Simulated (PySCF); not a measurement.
Fractional electron number in Tc (technetium, neutral)

The 5s beta orbital of [Kr] 4d5 5s2 is emptied in steps (occupation f), with all orbitals relaxed, ending at [Kr] 4d5 5s1. Calculation: PySCF 2.14, in def2-TZVPPD with the def2 core potential (28 electrons); scalar relativity through the core potential. The exact energy is a straight line in f; departures are measured from the line between the end points of the same method.

```csv
f,BHandHLYP (eV),r2SCAN0 (eV)
1,0.000,0.000
0.75,-0.284,-0.296
0.5,-0.386,-0.371
0.25,-0.297,-0.246
0,0.000,0.000
```

**Question.** For r2SCAN0, how does the orbital energy at f = 1 compare with the removal energy?

**Answer.** −ε = 4.952 eV against a total-energy difference of 6.602 eV. By Janak's theorem ε = ∂E/∂f, so the gap between them reflects the curvature. Along the path −ε is 5.872 (f = 0.75), 6.719 (f = 0.5), 7.433 (f = 0.25) eV.

| method | E(f=0) − E(f=1) (eV) | −ε at f=1 (eV) | −ε at f=0.5 (eV) |
| --- | --- | --- | --- |
| BHandHLYP | 7.019 | 5.532 | 6.984 |
| r2SCAN0 | 6.602 | 4.952 | 6.719 |

As f goes to zero the orbital energy of a semilocal functional can turn back, because the density of that orbital vanishes from the exchange-correlation potential.

Reference removal energy between the ground levels: 7.119 eV (measured; NIST Atomic Spectra Database, ionization energies).
